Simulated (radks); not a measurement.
The numbers below are computed, except where a source is named.
Numerical settings for neutral thallium, [Hg] 6p1. Code: a radial shooting solver on a logarithmic mesh with Libxc functionals. Model: scalar-relativistic Kohn-Sham, SCAN, spin-unpolarised, spherical densities, finite nucleus; meta-GGA in the generalised Kohn-Sham scheme; Fermi nuclear charge, rms radius 5.4759 fm. The defaults (mesh step 0.008 in ln r, mesh end at 40 bohr or more with all orbitals vanishing there, Anderson mixing 0.5 over 9 steps, residual threshold near 1e-9 with the energy settled to 1e-9 hartree or 1e-11 of itself, here a cap of 69 iterations) give E = -20243.783 hartree and 6p at -2.385 eV in 11 iterations. Run on one thread of a shared host, so times are rough (Arm Neoverse N1): 0.19 s of CPU time, 0.19 s wall, 11 iterations on 2440 mesh points. Changes against that run (0 stands for a change within the tolerance of the run):

setting	iterations	converged	E (mhartree)	e(6p) (meV)	CPU (s)
mesh step in ln r 0.003	13	yes	+0.114	+0.0101	0.53
mesh step in ln r 0.2	4	no	diverged	-	0.01
mesh step in ln r 0.012	11	yes	+0.365	0	0.13
mesh end (bohr) 3	11	level above zero	+2.3e+03	+3.11e+04	0.14
mesh end (bohr) 2	12	level above zero	+1.75e+04	+1.43e+05	0.15
residual threshold 1e-05	10	yes	0	+0.0727	0.17
residual threshold 1e-16	69	no	0	+0.0278	0.54
mixing 1.5	13	yes	0	+0.0327	0.21
linear mixing, mixing 0.2	63	yes	+0.00175	+0.0274	0.76
linear mixing, mixing 0.05	69	no	+39.1	-64.3	0.91
mixing history 3	13	yes	0	+0.0146	0.21
iteration cap 8	8	no	-0.0025	+0.781	0.13

Settled on a wrong energy, with an occupied level pushed above zero by the early mesh end: mesh end (bohr) 3 (+2.3 hartree); mesh end (bohr) 2 (+17.5 hartree). Apart from these: no run marked as converged misses the energy by more than 1 mhartree. A mesh that ends early acts as a hard wall.
